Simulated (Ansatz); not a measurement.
The cluster B₉N₉, relaxed as a singlet with RKS r2SCAN-D4/def2-SVP in Ansatz, starting from the GFN1-xTB geometry. Force threshold 0.03 eV/Å.

The structure comes from a short search, and lower isomers may exist.

Start:

```xyz
18

B    -2.4087   -2.0768   -1.6822
B    -2.9015    0.5217    2.1489
B    -0.9737    1.8369    2.9734
B    -3.4622   -1.0313    0.3061
B     3.1296    1.6385    0.7468
B     1.4040    2.2722    2.4162
B    -0.2403   -2.1594   -2.8877
B     2.0591   -1.2493   -2.7355
B     3.3953    0.2480   -1.2869
N    -1.4977   -2.3836   -2.5783
N     0.2450    2.3247    3.0338
N     1.0193   -1.9209   -3.1776
N    -3.5945   -0.2965    1.3882
N    -2.1864    1.3358    2.8931
N     3.0816   -0.5681   -2.2685
N     2.5537    2.2047    1.7835
N     3.6844    1.0619   -0.2961
N    -3.3070   -1.7586   -0.7773
```

```csv
step,energy (eV),largest force component (eV/Å),SCF passes
1,-19485.5245,0.124,18
2,-19485.5346,0.039,20
3,-19485.5355,0.001,20
```

Force components are those of the run's own axes.

End:

```xyz
18

B    -2.425   -2.092   -1.694
B    -2.909    0.527    2.150
B    -0.970    1.836    2.992
B    -3.480   -1.027    0.296
B     3.143    1.656    0.748
B     1.417    2.278    2.436
B    -0.242   -2.182   -2.893
B     2.063   -1.256   -2.739
B     3.403    0.261   -1.296
N    -1.503   -2.405   -2.583
N     0.254    2.320    3.056
N     1.023   -1.938   -3.176
N    -3.604   -0.285    1.378
N    -2.186    1.335    2.901
N     3.083   -0.562   -2.275
N     2.566    2.215    1.793
N     3.690    1.081   -0.304
N    -3.323   -1.759   -0.789
```

By distances, no bond broke or formed. The bond that changes most is B8–N15, from 1.31 to 1.32 Å (atoms count from 1).

No frequencies were taken in this run, so the end may be a saddle point.

It took 18 s on 4 threads of Arm Neoverse V2 on a shared host.
